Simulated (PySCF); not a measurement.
F3HOSi, SMILES [Si](F)(F)(F)O.

The structure is a stationary point at PBE-D3(BJ)/def2-SVP. Other conformers were not sampled.

These are PySCF 2.14.0 with PBE-D3(BJ)/def2-SVP values and carry that method's errors.

Frequencies are harmonic and unscaled.

Computed harmonic wavenumbers and intensities:
```
mode  ν (cm⁻¹)  IR (km/mol)  moving atoms (share of kinetic energy)
----  --------  -----------  --------------------------------------
1          114         98.3                          H 82 %, F 18 %
2          249          1.8                          F 74 %, O 22 %
3          264         22.0                  F 59 %, O 28 %, H 13 %
4          342         38.6          F 56 %, Si 21 %, O 14 %, H 9 %
5          355         42.1                 F 56 %, Si 22 %, O 22 %
6          363         45.4                 F 60 %, Si 23 %, O 17 %
7          736         38.3                  F 47 %, O 35 %, H 19 %
8          769        122.6                          H 59 %, F 33 %
9          964        188.2                         Si 50 %, F 50 %
10         989        205.3                 Si 51 %, F 38 %, O 11 %
11        1009        170.9          Si 49 %, O 24 %, F 18 %, H 9 %
12        3787        118.9                                  H 94 %
```
